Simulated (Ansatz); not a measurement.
Cost and result for the atomization energy of C$_{2}$H$_{7}$ClO$_{2}$Si$_{2}$ (`O[SiH](O)/C=C\[SiH2]Cl`) (14 atoms, 13 bonds).

```json
{"atom": "O1", "x (Å)": "-1.016", "y (Å)": "-1.451", "z (Å)": "-0.185"}
{"atom": "Si2", "x (Å)": "0.613", "y (Å)": "-1.348", "z (Å)": "-0.351"}
{"atom": "O3", "x (Å)": "1.046", "y (Å)": "-1.952", "z (Å)": "-1.808"}
{"atom": "C4", "x (Å)": "1.201", "y (Å)": "0.415", "z (Å)": "-0.383"}
{"atom": "C5", "x (Å)": "0.525", "y (Å)": "1.496", "z (Å)": "0.020"}
{"atom": "Si6", "x (Å)": "-1.203", "y (Å)": "1.605", "z (Å)": "0.711"}
{"atom": "Cl7", "x (Å)": "-1.413", "y (Å)": "0.438", "z (Å)": "2.418"}
{"atom": "H8", "x (Å)": "-1.364", "y (Å)": "-1.482", "z (Å)": "0.710"}
{"atom": "H9", "x (Å)": "1.265", "y (Å)": "-2.096", "z (Å)": "0.759"}
{"atom": "H10", "x (Å)": "0.801", "y (Å)": "-2.857", "z (Å)": "-2.007"}
{"atom": "H11", "x (Å)": "2.215", "y (Å)": "0.571", "z (Å)": "-0.759"}
{"atom": "H12", "x (Å)": "1.024", "y (Å)": "2.464", "z (Å)": "-0.051"}
{"atom": "H13", "x (Å)": "-2.267", "y (Å)": "1.196", "z (Å)": "-0.230"}
{"atom": "H14", "x (Å)": "-1.428", "y (Å)": "3.000", "z (Å)": "1.157"}
```

Charge 0, multiplicity 1. All single points use the PBE0-D4/def2-TZVP geometry. It is one conformer, not always the lowest. Program: Ansatz. All runs use 2 threads of an AMD EPYC 7R13 on a shared host and a share of an NVIDIA H100 80 GB. Times are those of one run each, without the atoms' runs, and a repeat can differ threefold. Electronic energies, without spin–orbit coupling; frozen cores. CCSD(T)/CBS adds CCSD(T) − MP2 in def2-TZVPP to the MP2 limit, and its time is that of the two runs behind it. T1 = 0.011; the RHF reference is unstable towards UHF. B3LYP takes the VWN-RPA correlation (the form of Gaussian; ORCA's B3LYP/G).

CCSD(T)/CBS is a level of theory with its own doubt, some kJ/mol a heavy atom from the limit and from the frozen cores, so smaller differences don't rank the functionals.

```tsv
level	functions	wall time
PBE0-D4/def2-TZVPP	348	3.4 s
B2PLYP/def2-TZVPP	348	4.1 s
PBE-D4/def2-TZVPP (with forces)	348	4.9 s
MP2/def2-QZVPP	648	5.5 s
B3LYP-D4/def2-TZVPP (with forces)	348	5.5 s
r2SCAN-D4/def2-TZVPP (with forces)	348	6 s
ωB97X-V/def2-TZVPP	348	6 s
ωB97M-V/def2-TZVPP (with forces)	348	8.5 s
CCSD(T)/def2-TZVPP	348	10 s
CCSD(T)/CBS(def2)	–	16 s
```

What atomization energy does each give, and how far from CCSD(T)/CBS? (An estimate is asked.)

The calculation gave: 
```json
{"level": "PBE0-D4/def2-TZVPP", "atomization (kJ/mol)": "5341.7", "difference from CCSD(T)/CBS": "-41.3", "per bond": "-3.2"}
{"level": "B2PLYP/def2-TZVPP", "atomization (kJ/mol)": "5293.2", "difference from CCSD(T)/CBS": "-89.8", "per bond": "-6.9"}
{"level": "PBE-D4/def2-TZVPP (with forces)", "atomization (kJ/mol)": "5431.6", "difference from CCSD(T)/CBS": "48.6", "per bond": "3.7"}
{"level": "MP2/def2-QZVPP", "atomization (kJ/mol)": "5435.8", "difference from CCSD(T)/CBS": "52.8", "per bond": "4.1"}
{"level": "B3LYP-D4/def2-TZVPP (with forces)", "atomization (kJ/mol)": "5344.8", "difference from CCSD(T)/CBS": "-38.2", "per bond": "-2.9"}
{"level": "r2SCAN-D4/def2-TZVPP (with forces)", "atomization (kJ/mol)": "5378.6", "difference from CCSD(T)/CBS": "-4.4", "per bond": "-0.3"}
{"level": "ωB97X-V/def2-TZVPP", "atomization (kJ/mol)": "5380.1", "difference from CCSD(T)/CBS": "-2.9", "per bond": "-0.2"}
{"level": "ωB97M-V/def2-TZVPP (with forces)", "atomization (kJ/mol)": "5385.4", "difference from CCSD(T)/CBS": "2.4", "per bond": "0.2"}
{"level": "CCSD(T)/def2-TZVPP", "atomization (kJ/mol)": "5225.0", "difference from CCSD(T)/CBS": "-158.0", "per bond": "-12.2"}
{"level": "CCSD(T)/CBS(def2)", "atomization (kJ/mol)": "5383.0", "difference from CCSD(T)/CBS": "0.0", "per bond": "0.0"}
```

In def2-TZVPP, CCSD(T) changes the Hartree–Fock value by +1305.7 kJ/mol (the triples alone add +84.6 kJ/mol) and MP2 by +1422.3 kJ/mol; breaking electron pairs costs correlation energy, which Hartree–Fock lacks. From PBE to PBE0 (25 % exact exchange), in def2-TZVPP and without D4, the atomization energy moves by −84.1 kJ/mol: exact exchange takes away binding that semilocal exchange gives to molecules. The D4 term adds +68.1 kJ/mol with B3LYP and +36.3 kJ/mol with PBE0; it sums over pairs of atoms, weighted by their polarisabilities, and B3LYP, whose exchange is more repulsive, gets the larger term.
